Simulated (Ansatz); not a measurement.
`[SiH3]O[Si]Br` + H–F → `F[Si]O[SiH3]` + HBr at 298.15 K and 1 bar (ligand exchange at the Si–Br bond).

Program: Ansatz. Geometries: PBE0-D4/def2-TZVP. ΔE: electronic, gas phase. CBS: MP2 limit from def2 TZ/QZ plus the TZ coupled-cluster correction, frozen cores. This one scheme is used for every species. For Br outer-core shells are correlated without core-valence functions, which leaves a few kJ/mol of doubt a bond. Scalar relativity is left out up to krypton. Each species was taken in one conformer, which may not be the lowest.

| species | CCSD(T)/CBS energy (Eh) | H − E (kJ/mol) | S (J/(mol·K)) |
| --- | --- | --- | --- |
| `[SiH3]O[Si]Br` | -3228.55316 | 101.0 | 353.1 |
| H–F | -100.39570 | 33.5 | 173.6 |
| `F[Si]O[SiH3]` | -755.04483 | 103.3 | 342.3 |
| HBr | -2573.91920 | 24.6 | 198.6 |

H − E and S are ideal-gas, rigid-rotor, harmonic terms from PBE0-D4/def2-TZVP, for one conformer and one mirror image of each species. 1 Eh = 2625.50 kJ/mol, R = 8.31446 J/(mol·K).

Question: By hand: ΔE, ΔH, ΔS and ΔG.

Answer: ΔE = (-755.04483) + (-2573.91920) − (-3228.55316) − (-100.39570) = -0.01517 Eh = -39.8 kJ/mol. Δ(H − E) = 103.3 + 24.6 − 101.0 − 33.5 = -6.6, so ΔH = -46.4 kJ/mol. ΔS = 342.3 + 198.6 − 353.1 − 173.6 = 14.2 J/(mol·K). ΔG = -46.4 − 298.15 × (14.2)/1000 = -50.6 kJ/mol.

Question: By hand: the equilibrium constant, and the temperature at which ΔG would vanish if ΔH and ΔS stayed fixed.

Answer: log₁₀ K = −ΔG/(RT ln 10) = 8.9. ΔH and −TΔS have one sign here, so there is no such temperature.

The number of gas molecules stays the same, so ΔS is small and ΔH decides. A doubt of 5 kJ/mol in ΔE shifts log₁₀ K by 0.9 here. Other conformers and mirror images would add mixing entropy, several J/(mol·K) or more a flexible species. Modes under 60 cm⁻¹, often nearly free rotors, make the harmonic entropy too high. These are equilibria of isolated gas molecules and say nothing of rates. Largest T1 diagnostic: 0.014 (customary marks: 0.02 for closed shells, 0.045 for open ones).
